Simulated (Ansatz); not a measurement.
`C=C[CH2][AlH][F]` + CH₃SH → `C[S][AlH][F]` + `C=CC` at 500 K and 1 bar (ligand exchange at the Al–C bond).

Program: Ansatz. Geometries: PBE0-D4/def2-TZVP. ΔE: electronic, gas phase. CBS: MP2 limit from def2 TZ/QZ plus the TZ coupled-cluster correction, frozen cores. This one scheme is used for every species. One conformer a species, not always the lowest.

```tsv
species	CCSD(T)/CBS energy (Eh)	H − E (kJ/mol)	S (J/(mol·K))
`C=C[CH2][AlH][F]`	-459.63240	253.8	395.3
CH₃SH	-438.22835	145.1	283.7
`C[S][AlH][F]`	-780.15488	167.9	386.3
`C=CC`	-117.74610	238.4	304.6
```

H − E and S are ideal-gas, rigid-rotor, harmonic terms from PBE0-D4/def2-TZVP, for one conformer and one mirror image of each species. 1 Eh = 2625.50 kJ/mol, R = 8.31446 J/(mol·K).

**Question.** By hand: ΔE, ΔH, ΔS and ΔG.

**Answer.** ΔE = (-780.15488) + (-117.74610) − (-459.63240) − (-438.22835) = -0.04023 Eh = -105.6 kJ/mol. Δ(H − E) = 167.9 + 238.4 − 253.8 − 145.1 = 7.4, so ΔH = -98.2 kJ/mol. ΔS = 386.3 + 304.6 − 395.3 − 283.7 = 11.9 J/(mol·K). ΔG = -98.2 − 500 × (11.9)/1000 = -104.2 kJ/mol.

**Question.** By hand: the equilibrium constant, and the temperature at which ΔG would vanish if ΔH and ΔS stayed fixed.

**Answer.** log₁₀ K = −ΔG/(RT ln 10) = 10.9. ΔH and −TΔS have one sign here, so there is no such temperature.

The number of gas molecules stays the same, so ΔS is small and ΔH decides. A doubt of 5 kJ/mol in ΔE shifts log₁₀ K by 0.5 here. Other conformers and mirror images would add mixing entropy, several J/(mol·K) or more a flexible species. These are equilibria of isolated gas molecules and say nothing of rates. Largest T1 diagnostic: 0.012 (customary marks: 0.02 for closed shells, 0.045 for open ones).

ΔS is within the doubt of such terms, so its sign, and with it that verdict, could turn.
